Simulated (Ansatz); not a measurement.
Computed with frozen-core CCSD(T)/def2-TZVPP // B3LYP-D3(BJ)/def2-SVP (Ansatz, a first-principles code).

Ansatz 0.2 input:
```yaml
crystal:
  periodic: [false, false, false]
  atoms:
    - { symbol: C, position_ang: [1.917933, -0.681288, -0.512833] }
    - { symbol: C, position_ang: [1.17018, -0.155042, 0.480956] }
    - { symbol: Ge, position_ang: [-0.808753, 0.154596, 0.168888] }
    - { symbol: O, position_ang: [-1.801077, -0.643146, 1.345271] }
    - { symbol: O, position_ang: [-1.037797, -0.362978, -1.478554] }
    - { symbol: O, position_ang: [-0.706551, 1.908244, 0.393854] }
    - { symbol: H, position_ang: [2.784146, -1.320861, -0.271549] }
    - { symbol: H, position_ang: [1.660287, -0.574875, -1.576392] }
    - { symbol: H, position_ang: [1.528247, 0.106212, 1.486988] }
    - { symbol: H, position_ang: [-2.149806, -0.100628, 2.071498] }
    - { symbol: H, position_ang: [-1.888996, -0.778344, -1.692554] }
    - { symbol: H, position_ang: [-0.667914, 2.448111, -0.41567] }
basis:
  gaussian: { orbitals: def2-TZVPP }
correlation:
  method: ccsd_t
total_charge: 1
magnetization:
  spin_polarized: true
  initial_magnetization: 1
```

Output:

```
Functional definition: HF
1780 factors; integrals over basis functions are off by at most 9.0e-4 eV
mean field evaluation 1: about -64727.7101 eV, gradient 5.3e1 eV
mean field evaluation 2: about -64727.7173 eV, gradient 5.3e1 eV
mean field evaluation 4: about -64737.6303 eV, gradient 4.2e0 eV
mean field evaluation 8: about -64737.9450 eV, gradient 4.8e-1 eV
mean field evaluation 16: about -64737.9629 eV, gradient 3.0e-6 eV
mean field evaluation 32: about -64735.4576 eV, gradient 1.6e0 eV
mean field evaluation 64: about -64734.4928 eV, gradient 3.3e-1 eV
mean field -64737.96286738 eV, -2379.0762544088 hartree, gradient 3.0e-6 eV, S^2 0.783713; 1 other end points of the search recorded, 0 dependent functions left out
determinant -64737.96286738 eV, -2379.0762544088 hartree, with singles and doubles -64772.62972472 eV, -2380.3502379183 hartree
determinant -64735.59917722 eV, -2378.9893903979 hartree, with singles and doubles -64770.71717660 eV, -2380.2799530712 hartree
14 core orbitals not correlated
reference -64737.96286738 eV, -2379.0762544088 hartree; 23, 22 occupied and 250, 251 virtual orbitals, 1780 factors
second order -33.76744453 eV of doubles, -0.00000000 eV of singles
cycle   1  -34.43079289 eV  change    -2.9e0 eV  update   3.4e-2
cycle   2  -34.51234318 eV  change   -8.2e-2 eV  update   1.3e-2
cycle   3  -34.51173699 eV  change    6.1e-4 eV  update   9.8e-3
cycle   4  -34.52152422 eV  change   -9.8e-3 eV  update   7.8e-3
cycle   5  -34.53504092 eV  change   -1.4e-2 eV  update   5.2e-3
cycle   6  -34.54071944 eV  change   -5.7e-3 eV  update   2.5e-3
cycle   7  -34.54204086 eV  change   -1.3e-3 eV  update   1.2e-3
cycle   8  -34.54254842 eV  change   -5.1e-4 eV  update   6.6e-4
cycle   9  -34.54216578 eV  change    3.8e-4 eV  update   4.0e-4
cycle  10  -34.54179118 eV  change    3.7e-4 eV  update   1.9e-4
cycle  11  -34.54178311 eV  change    8.1e-6 eV  update   1.0e-4
cycle  12  -34.54184303 eV  change   -6.0e-5 eV  update   5.7e-5
cycle  13  -34.54186610 eV  change   -2.3e-5 eV  update   3.1e-5
perturbative correction -1.36439823 eV, -0.0501407101 hartree
Total energy: -64773.86913171 eV, -2380.3957852849 hartree
```

Cost: very roughly 4 core-hours.
